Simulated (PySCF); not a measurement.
C3H6BNO2, SMILES OB1CN=COC1.

Coordinates come from a ωB97X-D3(BJ)/def2-SVP optimisation. This is a generated structure with no PubChem entry under its InChIKey; it may be hypothetical. Other conformers were not sampled.

Calculation: M06-2X/def2-TZVP run with PySCF.

Symmetry labels are those of the subgroup Cs that the program uses (full group Cs).

Task: List the valence orbital energies around the gap with their symmetry. (An estimate is asked for; the answer gives what the named calculation found.)

Result: 
```json
[
 {"orbital": "HOMO−7", "symmetry": "A\"", "energy (eV)": "-13.42"},
 {"orbital": "HOMO−6", "symmetry": "A\"", "energy (eV)": "-12.68"},
 {"orbital": "HOMO−5", "symmetry": "A'", "energy (eV)": "-12.67"},
 {"orbital": "HOMO−4", "symmetry": "A'", "energy (eV)": "-12.36"},
 {"orbital": "HOMO−3", "symmetry": "A\"", "energy (eV)": "-11.45"},
 {"orbital": "HOMO−2", "symmetry": "A'", "energy (eV)": "-10.46"},
 {"orbital": "HOMO−1", "symmetry": "A\"", "energy (eV)": "-8.66"},
 {"orbital": "HOMO", "symmetry": "A'", "energy (eV)": "-8.27"},
 {"orbital": "LUMO", "symmetry": "A\"", "energy (eV)": "0.85"},
 {"orbital": "LUMO+1", "symmetry": "A'", "energy (eV)": "0.90"},
 {"orbital": "LUMO+2", "symmetry": "A'", "energy (eV)": "1.62"},
 {"orbital": "LUMO+3", "symmetry": "A\"", "energy (eV)": "1.72"}
]
```
